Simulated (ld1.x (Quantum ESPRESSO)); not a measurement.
**Before and after: TM potential for Bi**

ld1.x (Quantum ESPRESSO) 7.5 input, shortened:

```
&input
   title='Bi', zed=83., rel=2, dft='PBE', iswitch=3,
   config='[Xe] 4f14 5d10 6s2 6p3', rel_dist='average'
 /
 &inputp
   pseudotype=2, tm=.true., lloc=0,
   nlcc=.true., new_core_ps=.true., rcore=1.90
 /
2
6P  2  1   3.00   0.00  2.45  2.45  0.0
6S  1  0   2.00   0.00  2.05  2.05  0.0
 &test
   configts(1)='6s2 6p3'
 /
```

Open shells are filled in proportion to 2j + 1 (rel_dist='average').

Change: all radii but the core radius scaled by about 1.40 (s 2.86, p 3.42 bohr).

Cutoffs: the cutoffs (Ry, on a coarse ladder) from which the occupation-weighted sum of valence levels, in a spherical-Bessel basis at the reference potential, stays within 10 and 1 mRy of its value at 400 Ry; they do not see the model core or the augmentation charge, which bear on the density cutoff. Errors are all-electron minus pseudo energies relative to the spin-unpolarised reference configuration.

Question: Predict the effect on cutoff, ghosts and configuration errors.

Answer: The potential gets softer (25 Ry and 45 Ry → 10 Ry and 18 Ry); of the 7 tests that both files solve, the error grows in 3 and shrinks in 2 by more than 15 % and 0.3 meV (median size 59.9 → 69.2 meV); neither file shows a bound ghost. A larger radius leaves more room for a smooth pseudo-wave, so fewer plane waves are needed.

| quantity | base | changed |
| --- | --- | --- |
| cutoff, loose | 25 Ry | 10 Ry |
| cutoff, tight | 45 Ry | 18 Ry |
| loose cutoff by channel (10 mRy a level) | p 10 Ry, s 21 Ry | p 6 Ry, s 8 Ry |
| bound ghosts | none | none |
| error for 6s2 6p2, meV [ΔE 8.06 eV] | -9.4 | -6.8 |
| error for 6s2 6p1, meV [ΔE 23.48 eV] | -71 | -69 |
| error for 6s2 6p0, meV [ΔE 47.05 eV] | -256 | -296 |
| error for 6s2 6p3.3, meV [ΔE -1.14 eV] | -0.1 | +0.1 |
| error for 6s0 6p5, meV [ΔE 20.04 eV] | -116 | -199 |
| error for 6s2 6p2.5, meV [ΔE 3.17 eV] | -1.6 | -0.9 |
| error for 6s1 6p3, meV [ΔE 18.65 eV] | -60 | -70 |
